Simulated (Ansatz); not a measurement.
Reaction (ligand exchange at the Si–C bond): `O[SiH](O)C[SiH2]Cl` + `[NH2][GeH3]` → `O[SiH](O)[NH][GeH3]` + `C[SiH2]Cl`

Calculated with Ansatz (gas phase, PBE0-D4/def2-TZVP geometries, no zero-point term in ΔE). CBS: MP2 limit from def2 TZ/QZ plus the TZ coupled-cluster correction, frozen cores. DFT in def2-TZVPP. B3LYP here is the variant with VWN-RPA as its local correlation; programs differ in this. For Ge outer-core shells are correlated without core-valence functions, which leaves a few kJ/mol of doubt a bond. Scalar relativity is left out up to krypton. Each species was taken in one conformer, which may not be the lowest.

(1) Is it downhill or uphill in electronic energy at CCSD(T)/CBS, and by how much? (An estimate is asked.)

(2) What do these levels give: PBE-D4, ωB97X-V, ωB97M-V, B2PLYP, PBE, PBE0, B3LYP, HF/def2-TZVPP, CCSD/def2-TZVPP, CCSD(T)/def2-TZVPP, HF/CBS(def2), MP2/CBS(def2)? (Best estimate.)

Largest T1 diagnostic among the species: 0.011.

Answers

(1) The calculation gave: Downhill: ΔE = -63.9 kJ/mol.

(2) Computed: PBE-D4 -53.3, ωB97X-V -61.8, ωB97M-V -61.1, B2PLYP -67.2, PBE -56.8, PBE0 -60.7, B3LYP -68.0, HF/def2-TZVPP -80.9, CCSD/def2-TZVPP -66.9, CCSD(T)/def2-TZVPP -64.1, HF/CBS(def2) -82.3, MP2/CBS(def2) -63.8 kJ/mol.

The D4 term adds +5.5 kJ/mol with B3LYP and +3.2 kJ/mol with PBE0; it sums over pairs of atoms, weighted by their polarisabilities, and B3LYP, whose exchange is more repulsive, gets the larger term. In def2-TZVPP, CCSD(T) changes the Hartree–Fock value by +16.8 kJ/mol (the triples alone add +2.8 kJ/mol) and MP2 by +16.9 kJ/mol. From PBE to PBE0 (25 % exact exchange), in def2-TZVPP and without D4, ΔE moves by −3.9 kJ/mol.
